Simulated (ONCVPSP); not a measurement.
What the settings do to the ONCV potential of Ga

Base potential:

```json
{"Element": "gallium", "Generator": "ONCVPSP 4.0.1", "Type": "optimised norm-conserving Vanderbilt (ONCV)", "Functional": "PBE", "Relativity": "scalar-relativistic", "Frozen core": "[Ne]", "Valence charge": "21", "Reference configuration": "3s2 3p6 3d10 4s1.5 4p1.5", "Partial waves": "3s+4s: rc 0.95 bohr, ncon 4, nbas 8, qcut 10 1/bohr, 3 projectors, debl 2 Ha; 3p+4p: rc 1.25 bohr, ncon 4, nbas 8, qcut 13.5 1/bohr, 2 projectors; 3d: rc 1.30 bohr, ncon 4, nbas 9, qcut 10.2 1/bohr, 1 projector", "Local potential": "polynomial inside 0.65 bohr (lpopt 4, dvloc0 0 Ha)", "Core correction": "none"}
```

Cutoffs, loose and tight: the cutoffs (Ha) at which the residual kinetic energy of the hardest occupied pseudo-wave falls to 1 and 0.1 mHa per electron. They do not see the model core or the augmentation charge, which bear on the density cutoff. Test errors are all-electron minus pseudo excitation energies from the reference, over the configurations 3s2 3p6 3d10 4s2 4p1; 3s2 3p6 3d10 4s2 4p0; 3s2 3p6 3d10 4s1 4p0; 3s2 3p6 3d9 4s2 4p1. A dash means not determined; rows that change the core or the reference have their own tests.

| change | outcome | cutoff, loose | cutoff, tight | bound ghosts | GHOST(+) flags above zero | largest test error (meV) |
| --- | --- | --- | --- | --- | --- | --- |
| base | generated | 54 Ha | 168 Ha | none | s | +121 |
| core correction Teter function, fcfact 4, rcfact 1.45 | generated | 54 Ha | 168 Ha | none | s | +120 |
| d: rc 1.54 | generated | 54 Ha | 168 Ha | none | s | +230 |
| local potential polynomial inside 0.95 bohr (lpopt 5, dvloc0 0 Ha) | generated | 54 Ha | 168 Ha | none | none | +120 |

Problem. What comes out with this change to the base: p: qcut 7.7?

Solution. outcome: generated; cutoff, loose: 109 Ha; cutoff, tight: 168 Ha; bound ghosts: none; GHOST(+) flags above zero: s, p; largest test error (meV): +115.

Problem. What comes out with this change to the base: d: nproj 3?

Solution. outcome: generated; cutoff, loose: 54 Ha; cutoff, tight: 168 Ha; bound ghosts: none; GHOST(+) flags above zero: s, d; largest test error (meV): +177.
